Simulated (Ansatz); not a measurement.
Reaction (cleavage of the Si–B bond): `B[SiH](C)CF` + H–F → `C[SiH](F)CF` + BH₃

Program: Ansatz. Geometries: PBE0-D4/def2-TZVP. ΔE: electronic, gas phase. CCSD(T)/CBS is the MP2 limit (def2-TZVPP, def2-QZVPP) plus CCSD(T) − MP2 in def2-TZVPP, frozen cores. This one scheme is used for every species. Functionals use def2-TZVPP. B3LYP here is the variant with VWN-RPA as its local correlation; programs differ in this. Each species was taken in one conformer, which may not be the lowest.

```tsv
level	ΔE (kJ/mol)	difference from CCSD(T)/CBS
PBE-D4	-139.4	18.9
r2SCAN-D4	-160.4	-2.1
PBE0-D4	-145.8	12.5
B3LYP-D4	-163.0	-4.7
ωB97X-V	-162.5	-4.2
ωB97M-V	-165.6	-7.3
B2PLYP	-169.4	-11.1
PBE	-142.9	15.4
r2SCAN	-161.5	-3.2
PBE0	-149.0	9.3
B3LYP	-168.5	-10.2
HF/def2-TZVPP	-190.5	-32.2
MP2/def2-TZVPP	-164.6	-6.3
SCS-MP2/def2-TZVPP	-170.1	-11.8
CCSD/def2-TZVPP	-162.4	-4.1
CCSD(T)/def2-TZVPP	-158.6	-0.3
HF/def2-QZVPP	-192.6	-34.3
MP2/def2-QZVPP	-165.2	-6.9
SCS-MP2/def2-QZVPP	-170.6	-12.3
HF/CBS(def2)	-192.9	-34.6
MP2/CBS(def2)	-164.3	-6.0
CCSD/CBS(def2)	-162.1	-3.8
CCSD(T)/CBS	-158.3	0
```

Largest T1 diagnostic among the species: 0.011.

From PBE to PBE0 (25 % exact exchange), in def2-TZVPP and without D4, ΔE moves by −6.0 kJ/mol. In def2-TZVPP, CCSD(T) changes the Hartree–Fock value by +31.9 kJ/mol (the triples alone add +3.8 kJ/mol) and MP2 by +25.9 kJ/mol.
